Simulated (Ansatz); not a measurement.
Mulliken charges of `CS[SiH2]O` from r2SCAN/def2-TZVPP in Ansatz (PBE0-D4/def2-TZVP geometry).

| atom | x (Å) | y (Å) | z (Å) | charge (e) |
| --- | --- | --- | --- | --- |
| C1 | -1.338 | 0.240 | -1.025 | -0.147 |
| S2 | -0.767 | -1.193 | -0.062 | -0.246 |
| Si3 | 0.745 | -0.265 | 1.097 | 0.511 |
| O4 | 1.996 | 0.322 | 0.201 | -0.412 |
| H5 | -0.527 | 0.660 | -1.619 | 0.089 |
| H6 | -1.753 | 1.005 | -0.370 | 0.091 |
| H7 | -2.120 | -0.119 | -1.694 | 0.085 |
| H8 | 1.175 | -1.326 | 2.044 | -0.093 |
| H9 | 0.219 | 0.929 | 1.795 | -0.081 |
| H10 | 2.453 | -0.304 | -0.364 | 0.202 |

**Question.** By hand: the dipole of these point charges (1 e Å = 4.8032 D).

**Answer.** Σ q r = (-0.074, 0.117, -0.087) e Å, of length 0.164 e Å = 0.79 D.

**Question.** How does the dipole of the full density compare? (An estimate is asked.)

**Answer.** Ansatz gave: (0.026, 0.059, -0.243) e Å, 1.21 D; the point charges give 0.65 times that, at 51° from its direction.

Point charges leave out the atoms' own dipoles, such as those of lone pairs, and Mulliken's split depends on the basis, so the two needn't agree.
